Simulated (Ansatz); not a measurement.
Isolated molecules relaxed with PBE0-D4/def2-TZVP in Ansatz; ΔE leaves out vibrations. CCSD(T)/CBS is the MP2 limit (def2-TZVPP, def2-QZVPP) plus CCSD(T) − MP2 in def2-TZVPP, frozen cores. This one scheme is used for every species. Functionals use def2-TZVPP. B3LYP here is the variant with VWN-RPA as its local correlation; programs differ in this. HSE06 is defined as in plane-wave codes. For Br outer-core shells are correlated without core-valence functions, which leaves a few kJ/mol of doubt a bond. Scalar relativity is left out up to krypton. One conformer a species, not always the lowest.

Reaction (formal loss of a carbene): `FC[SiH2]Br` → `[CH]F` + `[SiH3]Br`

Problem. Is it downhill or uphill in electronic energy at CCSD(T)/CBS, and by how much? (Estimate.)

Solution. The calculation gave: Uphill: ΔE = +3.97 eV.

Problem. What do these levels give: HSE06-D4, ωB97X-V, B2PLYP, PBE, revPBE, B3LYP, HSE06, RPA@PBE/def2-TZVPP, HF/def2-SVP, MP2/def2-SVP, SCS-MP2/def2-TZVPP, CCSD(T)/def2-TZVPP? (An estimate is asked.)

Solution. The calculation gave: HSE06-D4 4.21, ωB97X-V 4.01, B2PLYP 3.95, PBE 4.08, revPBE 3.84, B3LYP 3.86, HSE06 4.16, RPA@PBE/def2-TZVPP 3.59, HF/def2-SVP 3.53, MP2/def2-SVP 4.08, SCS-MP2/def2-TZVPP 3.97, CCSD(T)/def2-TZVPP 3.88 eV.

Problem. What do rigid-rotor, harmonic-oscillator terms from PBE0-D4/def2-TZVP frequencies (298.15 K, 1 bar) make of the CCSD(T)/CBS value? (Estimate.)

Solution. The calculation gave: ΔZPE = -0.27 eV, ΔH = +3.74 eV, ΔS = 152 J/(mol·K), ΔG = +3.27 eV.

Largest T1 diagnostic among the species: 0.018.

From r2SCAN to r2SCAN0 (25 % exact exchange), in def2-TZVPP and without D4, ΔE moves by +0.03 eV. At CCSD(T), def2-SVP lies −0.17 eV from the extrapolated value and def2-TZVPP −0.09 eV.
